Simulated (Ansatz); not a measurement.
SiP-, closed-shell singlet (lowest of 2S+1 = 1, 3, 5 at CCSD(T)/def2-TZVPP on PBE0 minima; our sources give no spin for the ground state, which may be another), most abundant isotopes (27.9769 and 30.9738 u). Constants from fifth-degree fits in 1/R to seven points on the lowest solution found; no spin–orbit coupling, no relativity up to Kr; ω_e x_e and α_e move by some per cent with the fit.

Frozen-core correlation. CBS: X⁻³ extrapolation of the correlation energy, Hartree–Fock from the larger set.

Programs: Ansatz (a first-principles code) with Gaussian orbitals. 

```csv
level,r_e (Å),ω_e (cm⁻¹),ω_e x_e (cm⁻¹),α_e (cm⁻¹)
PBE/def2-TZVPP,2.0256,665.7,2.24,0.00135
"CCSD(T)/CBS(aug-cc-pV(Q+d)Z, aug-cc-pV(5+d)Z)",2.0172,674.3,2.41,0.00140
```

Q: Derive the rotational constants, the centrifugal constant, the fundamental, the zero-point energy and the force constant.

A: 
μ = 14.69959 u.
- PBE/def2-TZVPP: B_e = 16.8576/(μ r_e²) = 0.27950 cm⁻¹; B₀ = B_e − α_e/2 = 0.27882 cm⁻¹; D = 4B_e³/ω_e² = 1.97e-07 cm⁻¹; fundamental ω_e − 2ω_e x_e = 661 cm⁻¹; zero-point energy ω_e/2 − ω_e x_e/4 = 332 cm⁻¹; k = μ(2πcω_e)² = 384 N/m; the line J = 1 ← 0 at 2B₀ = 16.72 GHz
- CCSD(T)/CBS(aug-cc-pV(Q+d)Z, aug-cc-pV(5+d)Z): B_e = 16.8576/(μ r_e²) = 0.28183 cm⁻¹; B₀ = B_e − α_e/2 = 0.28113 cm⁻¹; D = 4B_e³/ω_e² = 1.97e-07 cm⁻¹; fundamental ω_e − 2ω_e x_e = 669 cm⁻¹; zero-point energy ω_e/2 − ω_e x_e/4 = 337 cm⁻¹; k = μ(2πcω_e)² = 394 N/m; the line J = 1 ← 0 at 2B₀ = 16.86 GHz

Doubts at one or more of the structures used: a restricted determinant that unrestricted orbitals would lower (CCSD(T)/CBS(aug-cc-pV(Q+d)Z, aug-cc-pV(5+d)Z)).
